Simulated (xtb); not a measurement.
mesitylene (C$_{9}$H$_{12}$), singlet, from a rough starting geometry; GFN2-xTB in xtb.

Here is a job for xtb.
```
$ xtb mol.xyz --gfn 2 --opt vtight --json

# file mol.xyz
21

C     -2.42915235    -1.56958169    -0.08638915
C     -1.15036609    -0.73321024    -0.06078495
C     -1.23273745     0.58344807    -0.09012728
C     -0.07298325     1.34688633    -0.08722595
C     -0.14209134     2.88966498    -0.04463764
C      1.18760124     0.74768883     0.03503805
C      1.19829078    -0.63626688     0.04020921
C      2.55403930    -1.35924247     0.18770757
C      0.05027202    -1.35097854     0.05426685
H     -2.35204756    -2.48295148     0.44860694
H     -3.25271257    -0.97864311     0.34681580
H     -2.66493762    -1.84538145    -1.14516815
H     -2.21149013     1.11007604    -0.18170171
H     -0.19884124     3.29676877     0.94462196
H     -1.03594300     3.18660311    -0.69247936
H      0.78784730     3.26162637    -0.52194220
H      2.08115831     1.29921081     0.06358271
H      3.28765951    -0.71960155     0.72895929
H      2.43156981    -2.27563453     0.70993391
H      2.89759443    -1.60388907    -0.81844593
H      0.10661033    -2.41656935     0.07846059
```

The log (banner, timings and long lists left out):

```
   ID    Z sym.   atoms
    1    6 C      1-9
    2    1 H      10-21

           -------------------------------------------------
          |                Calculation Setup                |
           -------------------------------------------------

           -------------------------------------------------
          |                 G F N 2 - x T B                 |
           -------------------------------------------------

          ...................................................
          :                      SETUP                      :
          :.................................................:
          :  # basis functions                  48          :
          :  # atomic orbitals                  48          :
          :  # shells                           30          :
          :  # electrons                        48          :
          :  max. iterations                   250          :
          :  Hamiltonian                  GFN2-xTB          :
          :  restarted?                      false          :
          :  GBSA solvation                  false          :
          :  PC potential                    false          :
          :  electronic temp.          300.0000000     K    :
          :  accuracy                    1.0000000          :
          :  -> integral cutoff          0.2500000E+02      :
          :  -> integral neglect         0.1000000E-07      :
          :  -> SCF convergence          0.1000000E-05 Eh   :
          :  -> wf. convergence          0.1000000E-03 e    :
          :  Broyden damping             0.4000000          :
          :  net charge                          0          :
          :  unpaired electrons                  0          :
          ...................................................

 iter      E             dE          RMSdq      gap      omega  full diag
   1    -25.8226144 -0.258226E+02  0.355E+00    4.80       0.0  T
   2    -25.8491445 -0.265301E-01  0.209E+00    4.76       1.0  T
   3    -25.8472864  0.185804E-02  0.867E-01    4.75       1.0  T
   4    -25.8514041 -0.411767E-02  0.279E-01    4.73       1.0  T
   5    -25.8519659 -0.561794E-03  0.583E-02    4.74       1.0  T
   6    -25.8519839 -0.179816E-04  0.341E-02    4.74       1.0  T
   7    -25.8519882 -0.431660E-05  0.116E-02    4.74       1.9  T
   8    -25.8519896 -0.135683E-05  0.170E-03    4.74      12.8  T
   9    -25.8519896 -0.408848E-07  0.650E-04    4.74      33.6  T
[...]
         :: total energy             -25.372527960849 Eh    ::
 * total energy  :   -25.3725280 Eh     change       -0.2493294E-09 Eh
 * total energy  :   -25.3896004 Eh     change       -0.1707241E-01 Eh
 * total energy  :   -25.3915195 Eh     change       -0.1919134E-02 Eh
 * total energy  :   -25.3916087 Eh     change       -0.8920887E-04 Eh
 * total energy  :   -25.3916275 Eh     change       -0.1880857E-04 Eh
 * total energy  :   -25.3916299 Eh     change       -0.2384550E-05 Eh
 * total energy  :   -25.3916303 Eh     change       -0.3870946E-06 Eh
 * total energy  :   -25.3916303 Eh     change       -0.4216280E-07 Eh
   *** GEOMETRY OPTIMIZATION CONVERGED AFTER 8 ITERATIONS ***
         :: total energy             -25.391630337499 Eh    ::
[...]
                             6 C    0.105
     3   6 C    3.990 --     2 C    1.415     4 C    1.414    13 H    0.968
                             7 C    0.105
     4   6 C    3.989 --     6 C    1.415     3 C    1.414     5 C    1.023
                             9 C    0.105
     5   6 C    3.996 --     4 C    1.023    16 H    0.983    15 H    0.982
                            14 H    0.969
     6   6 C    3.990 --     4 C    1.415     7 C    1.414    17 H    0.968
                             2 C    0.105
     7   6 C    3.989 --     9 C    1.415     6 C    1.414     8 C    1.023
                             3 C    0.105
     8   6 C    3.996 --     7 C    1.023    18 H    0.983    19 H    0.982
                            20 H    0.969
     9   6 C    3.990 --     7 C    1.415     2 C    1.414    21 H    0.968
                             4 C    0.105
    10   1 H    0.998 --     1 C    0.982
    11   1 H    0.998 --     1 C    0.983
    12   1 H    0.998 --     1 C    0.969
    13   1 H    0.999 --     3 C    0.968
    14   1 H    0.998 --     5 C    0.969
    15   1 H    0.998 --     5 C    0.982
    16   1 H    0.998 --     5 C    0.983
    17   1 H    0.999 --     6 C    0.968
    18   1 H    0.998 --     8 C    0.983
    19   1 H    0.998 --     8 C    0.982
    20   1 H    0.998 --     8 C    0.969
    21   1 H    0.999 --     9 C    0.968
 ---------------------------------------------------------------------------

Topologies differ in total number of bonds
Writing topology from bond orders to xtbtopo.mol

molecular dipole:
                 x           y           z       tot (Debye)
 q only:        0.000      -0.002      -0.012
   full:        0.001      -0.003      -0.022       0.057
molecular quadrupole (traceless):
                xx          xy          yy          xz          yz          zz
 q only:        1.139      -0.011       1.183       0.191       0.084      -2.322
  q+dip:        2.665      -0.015       2.748       0.451       0.077      -5.414
   full:        1.619      -0.021       1.693       0.269       0.190      -3.312

optimized geometry written to: xtbopt.xyz

           -------------------------------------------------
          | TOTAL ENERGY              -25.391630337499 Eh   |
          | GRADIENT NORM               0.000058871307 Eh/α |
          | HOMO-LUMO GAP               4.701280882355 eV   |
           -------------------------------------------------
```
